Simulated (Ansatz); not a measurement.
```yaml
crystal:
  periodic: [false, false, false]
  atoms:
    - {symbol: C, position_ang: [-0.825005, 0.348310, 0.422343]}
    - {symbol: C, position_ang: [-0.189538, 0.091819, 0.098325]}
    - {symbol: Zn, position_ang: [0.798557, -0.337847, -0.349787]}
    - {symbol: H, position_ang: [-1.384820, 0.683601, 0.606549]}
    - {symbol: H, position_ang: [1.372109, -0.675109, -0.703049]}
basis:
  gaussian: {orbitals: def2-TZVP}
hamiltonian: {xc: {name: PBE}, dispersion: d3bj}
scf: {lower_state_search: light}
```

```sh
$ ansatz run in.yaml --threads 2 --pin off --events-out ev --progress --plain --max-ram 4352MiB
```

It prints (some lines left out):

```
Functional definition: PBE
908 factors; their error is unknown
mean field evaluation 1: about -50407.8850 eV, gradient 1.6e2 eV
mean field evaluation 2: about -50161.7580 eV, gradient 3.1e2 eV
mean field evaluation 4: about -50442.1893 eV, gradient 4.4e1 eV
mean field evaluation 8: about -50443.5847 eV, gradient 2.8e-1 eV
mean field evaluation 16: about -50443.5716 eV, gradient 4.1e-5 eV
mean field -50443.57159839 eV, -1853.7670643599 hartree, gradient 4.1e-5 eV, S^2 0.000000; 0 other end points of the search recorded, 0 dependent functions left out
reference -50443.57163579 eV, -1853.7670657343 hartree; 22, 22 occupied and 100, 100 virtual orbitals, 908 factors
Total energy: -50443.65619219 eV, -1853.7701731246 hartree
```

Problem. What is wrong with this run?

Solution. The geometry is squeezed to about two thirds of its size. Self-consistency was reached. The result belongs to that input, not to the molecule as meant.
